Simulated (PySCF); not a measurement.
# Excitation energy of Cr⁺ by level of theory

Cr⁺ [Ar] 3d5 (6S) → Cr⁺ [Ar] 3d4 4s1 (6D), as a difference of total energies. All numbers are calculated (PySCF 2.14, the spin-free X2C one-electron Hamiltonian (Gaussian nucleus), in x2c-TZVPPall with one added diffuse shell each of s, p, d, f type (7s6p5d3f1g, 80 functions)). Correlated levels: valence: [Ar] frozen. The calculations carry no spin-orbit coupling.

```tsv
method	excitation energy (cm⁻¹)
UHF	5965.4
MP2 (valence)	10915
SCS-MP2 (valence)	7615.4
CCSD (valence)	10710
CCSD(T) (valence)	10880
```

Errors of the correlated levels include the incompleteness of this basis and the frozen core.

For comparison: 12278 cm⁻¹ (measured; NIST levels, between the centres of gravity of the two terms).
